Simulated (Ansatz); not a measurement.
Ansatz (an electronic-structure program) input (B3LYP/6-31G*):

Ansatz 0.2 input:
```yaml
crystal:
  periodic: [false, false, false]
  atoms:
    - {symbol: C, position_ang: [-1.05254173, 0.10924082, -0.38864282]}
    - {symbol: Si, position_ang: [0.56454508, -0.05626805, 0.26642428]}
    - {symbol: H, position_ang: [-1.76410354, -0.72331850, -0.33843376]}
    - {symbol: H, position_ang: [-1.54949864, 1.08624140, -0.41100121]}
    - {symbol: H, position_ang: [1.72522148, -0.23061504, -0.64864797]}
basis:
  gaussian:
    orbitals: 6-31G*
hamiltonian:
  xc: {name: B3LYP}
total_charge: 1
phonons: {temperatures: {t_min: 298.15, t_max: 298.15, t_step: 100}}
```

Question: Which harmonic wavenumbers does it give?

Answer: 329, 432, 753, 842, 927, 1395, 2246, 3099, 3180 cm⁻¹ (unscaled; negative means imaginary).
